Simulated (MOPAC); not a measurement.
MOPAC input (MNDO):

```
MNDO PRECISE GNORM=0.05 LET XYZ CHARGE=1 GEO-OK AUX(PRECISION=9) THREADS=1
H6FOSi2

F     1.13047900 1   -0.41517400 1   -1.55532700 1
Si    1.34792500 1   -0.22414100 1   -0.00994800 1
O    -0.10906500 1    0.65573000 1    0.49666700 1
Si   -1.82304000 1    0.06600400 1    0.49952900 1
H     1.24910900 1   -1.49020200 1    0.70874900 1
H     2.41347400 1    0.72483300 1    0.30492600 1
H     0.01319500 1    1.60561300 1    0.66168300 1
H    -2.46408600 1    0.86345600 1   -0.54981900 1
H    -2.26988900 1    0.34636100 1    1.86704100 1
H    -1.59198200 1   -1.34541700 1    0.17788300 1
```

From the output:

```
                                                       MOPAC v23.2.5 Linux

          FINAL HEAT OF FORMATION =        -39.17049 KCAL/MOL =    -163.88932 KJ/MOL

          COSMO AREA              =        136.30 SQUARE ANGSTROMS
          COSMO VOLUME            =        130.20 CUBIC ANGSTROMS

          GRADIENT NORM           =          0.04566          =       0.01444 PER ATOM
          IONIZATION POTENTIAL    =         16.990321 EV
          HOMO LUMO ENERGIES (EV) =        -16.990 -3.839
          NO. OF FILLED LEVELS    =         13
          MOLECULAR WEIGHT        =         97.2162         POINT GROUP:  C1

          MOLECULAR DIMENSIONS (Angstroms)

            Atom       Atom       Distance
            H     8    F     1     5.00346
            H    10    H     6     3.60733
            H     7    H     5     2.91263

          SCF CALCULATIONS        =        170

   ATOM   CHEMICAL          X               Y               Z
  NUMBER   SYMBOL      (ANGSTROMS)     (ANGSTROMS)     (ANGSTROMS)

     1       F          1.78411922  *  -0.16496057  *  -1.41433076  *
     2      Si          1.25301982  *  -0.28376262  *   0.06322319  *
     3       O         -0.36565871  *   0.41866961  *  -0.17082300  *
     4      Si         -1.84589661  *   0.16574063  *   0.78421793  *
     5       H          0.99264744  *  -1.56889865  *   0.45199762  *
     6       H          1.88161168  *   0.55965268  *   0.93675192  *
     7       H         -0.46984294  *   1.00711098  *  -0.90805768  *
     8       H         -2.47462395  *   1.37218380  *   0.71520533  *
     9       H         -1.30958215  *  -0.15765420  *   1.99725972  *
    10       H         -2.46427119  *  -0.86133456  *   0.13552311  *

                             CARTESIAN COORDINATES

   1    F        1.784119225    -0.164960571    -1.414330762
   2   Si        1.253019822    -0.283762622     0.063223192
   3    O       -0.365658711     0.418669605    -0.170823000
   4   Si       -1.845896610     0.165740633     0.784217930
   5    H        0.992647437    -1.568898653     0.451997625
   6    H        1.881611684     0.559652675     0.936751922
   7    H       -0.469842937     1.007110977    -0.908057676
   8    H       -2.474623953     1.372183802     0.715205327
   9    H       -1.309582147    -0.157654197     1.997259716
  10    H       -2.464271193    -0.861334556     0.135523113

           Empirical Formula: H6 O F Si2  =    10 atoms

      MOLECULAR POINT GROUP   :   C1

                  EIGENVALUES
 -49.80188 -46.80797 -26.76076 -25.58570 -23.17057 -21.27087 -21.09540 -20.50911
 -20.15436 -19.50572 -17.30803 -17.20411 -16.99032  -3.83907  -2.96842  -2.73357
  -2.54770  -2.48321  -2.30657  -2.12233  -0.92647  -0.34987

              NET ATOMIC CHARGES AND DIPOLE CONTRIBUTIONS

  ATOM NO.   TYPE          CHARGE      No. of ELECS.   s-Pop       p-Pop
    1          F          -0.490580        7.4906     1.86263     5.62795
    2         Si           1.730291        2.2697     0.96686     1.30284
    3          O          -0.630707        6.6307     1.75375     4.87695
    4         Si           1.660676        2.3393     1.03200     1.30732
    5          H          -0.287109        1.2871     1.28711
    6          H          -0.280550        1.2805     1.28055
    7          H           0.283358        0.7166     0.71664
    8          H          -0.323083        1.3231     1.32308
    9          H          -0.337465        1.3375     1.33746
   10          H          -0.324831        1.3248     1.32483
 DIPOLE           X         Y         Z       TOTAL
 POINT-CHG.    -2.514     0.304     3.072     3.981
 HYBRID         0.026     0.506    -0.917     1.048
 SUM           -2.488     0.811     2.154     3.390

          ATOMIC ORBITAL ELECTRON POPULATIONS

     Atom    s        px        py        pz
    1  F   1.86263   1.92542   1.95862   1.74390
    2 Si   0.96686   0.35348   0.50075   0.44861
    3  O   1.75375   1.60975   1.71291   1.55430
    4 Si   1.03200   0.36258   0.51049   0.43424
    5  H   1.28711
    6  H   1.28055
    7  H   0.71664
    8  H   1.32308
    9  H   1.33746
   10  H   1.32483

 **********************
 *                    *
 * JOB ENDED NORMALLY *
 *                    *
 **********************

 == MOPAC DONE ==
```

The dipole moment of an ion depends on the origin.

The geometry given is a B3LYP-D3(BJ)/def2-TZVP minimum.
